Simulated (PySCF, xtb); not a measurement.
WH6, SMILES [WH6], multiplicity 1.

GFN2-xTB in xtb at its own geometry gives an orbital gap of 4.36 eV and a dipole moment of 0.00 D.

Geometry: B3LYP-D3(BJ)/def2-TZVP. A frequency run showed that this geometry is not a minimum. The multiplicity is an assumed one; other spin states were not compared. The def2 effective core potentials stand for the cores of W; spin–orbit coupling is left out.

Problem. What does B3LYP/def2-TZVPD (PySCF) give? (An estimate is asked for; the answer gives what the named calculation found.)

Solution. gap 1.47 eV (levels -8.66 and -7.19 eV), dipole 0.00 D.
